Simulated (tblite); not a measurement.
C6H11O (doublet state).
Atom-mapped SMILES: `[CH3:1][CH2:2][CH2:3][C@@H:4]([CH3:5])[C:6]=[O:7]` (hydrogens: H8, H9, H10 on C1; H11, H12 on C2; H13, H14 on C3; H15 on C4; H16, H17, H18 on C5)
Bond orders are those of one Lewis drawing.

Computed with GFN2-xTB (tblite), gas phase: L-BFGS steps from a force-field or distance-geometry start until the largest atomic force falls under 0.01 eV/Å.

Step 55: E = -610.5279 eV
```
atom  x, y, z in Å  |  force x, y, z in eV/Å
C1      2.6880    0.1196   -0.2363    0.003  -0.011  -0.003
C2      1.2772    0.6784   -0.3763   -0.012   0.007   0.018
C3      0.2178   -0.4217   -0.3124   -0.010   0.016   0.000
C4     -1.2001    0.1197   -0.5276    0.004   0.005  -0.005
C5     -2.2594   -0.9706   -0.3303    0.005  -0.001  -0.002
C6     -1.5113    1.2859    0.3592    0.000   0.000  -0.016
O7     -2.4992    1.9425    0.4659    0.039  -0.044   0.036
H8      2.8151   -0.3702    0.7272   -0.022  -0.002  -0.024
H9      2.8887   -0.6076   -1.0207    0.015   0.005   0.010
H10     3.4228    0.9182   -0.3120   -0.014  -0.015   0.000
H11     1.1932    1.2177   -1.3231   -0.014  -0.044  -0.011
H12     1.0901    1.3949    0.4260   -0.039   0.019   0.001
H13     0.4220   -1.1717   -1.0813    0.011   0.017   0.022
H14     0.2735   -0.9206    0.6579   -0.008   0.032  -0.005
H15    -1.2744    0.5181   -1.5495    0.015  -0.012  -0.007
H16    -3.2560   -0.5795   -0.5206    0.011   0.023  -0.006
H17    -2.0704   -1.7976   -1.0113    0.006   0.004  -0.012
H18    -2.2263   -1.3491    0.6889    0.010   0.003   0.006
```

Step 56: E = -610.5286 eV
```
atom  x, y, z in Å  |  force x, y, z in eV/Å
C1      2.6856    0.1201   -0.2360    0.042  -0.032  -0.005
C2      1.2760    0.6793   -0.3764   -0.011  -0.014   0.012
C3      0.2182   -0.4213   -0.3125   -0.033  -0.002   0.002
C4     -1.1992    0.1191   -0.5307   -0.006   0.014   0.013
C5     -2.2598   -0.9707   -0.3312    0.022   0.018  -0.010
C6     -1.5085    1.2840    0.3587   -0.038   0.024  -0.019
O7     -2.4975    1.9384    0.4725    0.068  -0.063   0.030
H8      2.8132   -0.3695    0.7280   -0.023   0.008  -0.034
H9      2.8884   -0.6083   -1.0197   -0.001   0.018   0.021
H10     3.4201    0.9186   -0.3133   -0.005  -0.011   0.007
H11     1.1920    1.2151   -1.3247   -0.014  -0.023  -0.012
H12     1.0891    1.3961    0.4260   -0.041   0.018  -0.014
H13     0.4230   -1.1742   -1.0780    0.020   0.020   0.008
H14     0.2717   -0.9183    0.6585   -0.005   0.028   0.011
H15    -1.2711    0.5190   -1.5526    0.005  -0.021   0.006
H16    -3.2561   -0.5767   -0.5211    0.032   0.001   0.005
H17    -2.0710   -1.7976   -1.0134   -0.007   0.014   0.011
H18    -2.2229   -1.3467    0.6897   -0.005   0.005  -0.033
```

Q: Estimate the geometry and energy of step 57. (The exact step hangs on the optimiser's Hessian estimate; all steps are aligned on step 56, rigid shifts and turns removed.)

A: E = -610.5293 eV, largest force 0.098 eV/Å
```
atom  x, y, z in Å  |  force x, y, z in eV/Å
C1      2.6832    0.1194   -0.2355    0.058  -0.032  -0.003
C2      1.2750    0.6804   -0.3780   -0.005  -0.024   0.006
C3      0.2182   -0.4202   -0.3127   -0.038  -0.013   0.008
C4     -1.1985    0.1197   -0.5330   -0.011   0.015   0.018
C5     -2.2588   -0.9704   -0.3329    0.027   0.026  -0.015
C6     -1.5066    1.2830    0.3586   -0.044   0.035  -0.020
O7     -2.4980    1.9320    0.4824    0.069  -0.064   0.027
H8      2.8099   -0.3666    0.7304   -0.022   0.009  -0.030
H9      2.8868   -0.6128   -1.0155   -0.010   0.021   0.018
H10     3.4183    0.9165   -0.3161    0.007  -0.004   0.010
H11     1.1912    1.2127   -1.3282   -0.010  -0.014  -0.010
H12     1.0879    1.3989    0.4232   -0.040   0.014  -0.024
H13     0.4239   -1.1760   -1.0749    0.022   0.022  -0.002
H14     0.2702   -0.9143    0.6594   -0.002   0.022   0.026
H15    -1.2673    0.5216   -1.5543   -0.009  -0.025   0.009
H16    -3.2553   -0.5754   -0.5212    0.040  -0.010   0.014
H17    -2.0710   -1.7968   -1.0166   -0.011   0.018   0.023
H18    -2.2177   -1.3454    0.6888   -0.020   0.002  -0.056
```

The energy changes by -0.0007 eV. The first-order estimate −F·Δx gives -0.0009 eV and the mean of the old and new forces, exact on a quadratic surface, -0.0007 eV. The step makes an angle of 74° with the force vector and moves no atom by more than 0.012 Å.

What follows is the cost of the whole relaxation. The run took 0.49 s on Arm Neoverse V2, one thread, shared host with 96 logical CPUs at a one-minute load of 35.
